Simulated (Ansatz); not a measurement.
Ansatz (a first-principles code) input (CCSD(T)/aug-cc-pVDZ):

Ansatz 0.2 input:
```yaml
crystal:
  periodic: [false, false, false]
  atoms:
    - {symbol: C, position_ang: [3.04041545, 0.80731974, -0.14056934]}
    - {symbol: C, position_ang: [2.07514878, -0.21092252, 0.36086270]}
    - {symbol: C, position_ang: [0.68016841, 0.32645167, 0.51455540]}
    - {symbol: C, position_ang: [-0.41352996, -0.00956178, -0.17247068]}
    - {symbol: C, position_ang: [-0.44507774, -1.03641904, -1.27059260]}
    - {symbol: C, position_ang: [-1.73606843, 0.65051492, 0.13232626]}
    - {symbol: C, position_ang: [-2.79664424, -0.31311708, 0.67711693]}
    - {symbol: H, position_ang: [4.09674267, 0.72889484, 0.07831596]}
    - {symbol: H, position_ang: [2.71323700, 1.58148300, -0.82090801]}
    - {symbol: H, position_ang: [2.42384847, -0.59023662, 1.32932077]}
    - {symbol: H, position_ang: [2.07717968, -1.08888008, -0.29970699]}
    - {symbol: H, position_ang: [0.57941468, 1.09923749, 1.27225863]}
    - {symbol: H, position_ang: [-1.00371011, -1.92543381, -0.96542039]}
    - {symbol: H, position_ang: [0.54720215, -1.35852408, -1.57808151]}
    - {symbol: H, position_ang: [-0.95535871, -0.63346155, -2.15040267]}
    - {symbol: H, position_ang: [-1.57711714, 1.45579772, 0.85241638]}
    - {symbol: H, position_ang: [-2.12163610, 1.11713608, -0.78187032]}
    - {symbol: H, position_ang: [-3.04207949, -1.09406971, -0.04416641]}
    - {symbol: H, position_ang: [-3.71961722, 0.22050279, 0.91102274]}
    - {symbol: H, position_ang: [-2.44457941, -0.79804158, 1.58984987]}
basis:
  gaussian:
    orbitals: aug-cc-pVDZ
magnetization: {spin_polarized: true, initial_magnetization: 1}
correlation: {method: ccsd_t, electrons: outside_noble_gas}
output: {forces: true}
```

End of the output:

```
Atom 6 at    -2.796644    -0.313117     0.677117 Å, force     0.113812     0.038140    -0.032105 eV/Å
Atom 7 at     4.096743     0.728895     0.078316 Å, force     0.507325    -0.034805     0.092565 eV/Å
Atom 8 at     2.713237     1.581483    -0.820908 Å, force    -0.151534     0.383040    -0.341612 eV/Å
Atom 9 at     2.423848    -0.590237     1.329321 Å, force     0.126811    -0.134549     0.392847 eV/Å
Atom 10 at     2.077180    -1.088880    -0.299707 Å, force    -0.006579    -0.350482    -0.269012 eV/Å
Atom 11 at     0.579415     1.099237     1.272259 Å, force    -0.063339     0.379008     0.375144 eV/Å
Atom 12 at    -1.003710    -1.925434    -0.965420 Å, force    -0.236358    -0.385468     0.155074 eV/Å
Atom 13 at     0.547202    -1.358524    -1.578082 Å, force     0.461745    -0.134918    -0.147626 eV/Å
Atom 14 at    -0.955359    -0.633462    -2.150403 Å, force    -0.212472     0.198899    -0.376935 eV/Å
Atom 15 at    -1.577117     1.455798     0.852416 Å, force     0.077871     0.360260     0.344426 eV/Å
Atom 16 at    -2.121636     1.117136    -0.781870 Å, force    -0.152862     0.194482    -0.398463 eV/Å
Atom 17 at    -3.042079    -1.094070    -0.044166 Å, force    -0.108004    -0.348256    -0.339022 eV/Å
Atom 18 at    -3.719617     0.220503     0.911023 Å, force    -0.402871     0.239449     0.100182 eV/Å
Atom 19 at    -2.444579    -0.798042     1.589850 Å, force     0.168269    -0.211025     0.411005 eV/Å
Dipole moment:    -0.059013    -0.074411    -0.029911 e Å
```

It need not be the lowest isomer of its formula.
